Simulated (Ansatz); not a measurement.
Br4Sn (SMILES [Br][Sn]([Br])([Br])[Br]), singlet, geometry from GFN2-xTB (such geometries of metal compounds can be far from the true shape) (core potentials on Sn). Base run: R2SCAN/def2-SVP in Ansatz (an electronic-structure program).

Ansatz was given this input:
Ansatz 0.2 input:
```yaml
crystal:
  periodic: [false, false, false]
  atoms:
    - {symbol: Br, position_ang: [-0.91186099, 2.25519566, -0.77092607]}
    - {symbol: Sn, position_ang: [-0.00000000, 0.00000000, 0.00000000]}
    - {symbol: Br, position_ang: [-1.75646102, -1.80817005, -0.39634669]}
    - {symbol: Br, position_ang: [0.55773232, 0.11338300, 2.48752968]}
    - {symbol: Br, position_ang: [2.11058968, -0.56040861, -1.32025692]}
basis:
  gaussian:
    orbitals: def2-SVP
hamiltonian:
  xc: r2scan
```

Variants of this job, named by their change:

```json
[
 {"change": "base", "ΔE vs base (mEh)": "0.000"},
 {"change": "forces = on", "ΔE vs base (mEh)": "0.000"},
 {"change": "lower_state_search = off", "ΔE vs base (mEh)": "0.000"},
 {"change": "point_charge = charge:0.5 position_ang:1.1785, 2.53, -4.7993", "ΔE vs base (mEh)": "-1.451"},
 {"change": "final_grid = 6, 12, 29", "ΔE vs base (mEh)": "-2.507"},
 {"change": "accuracy = high", "ΔE vs base (mEh)": "-0.001"},
 {"change": "lower_state_search = light", "ΔE vs base (mEh)": "0.000"},
 {"change": "final_grid = 4, 8, 17", "ΔE vs base (mEh)": "-16.682"},
 {"change": "point_charge = charge:-1.0 position_ang:-1.7871, -1.8139, 4.9334", "ΔE vs base (mEh)": "-4.701"},
 {"change": "final_grid = 10, 20, 41", "ΔE vs base (mEh)": "0.003"},
 {"change": "fitting.mean_field = def2-universal-JKFIT", "ΔE vs base (mEh)": "-0.097"}
]
```
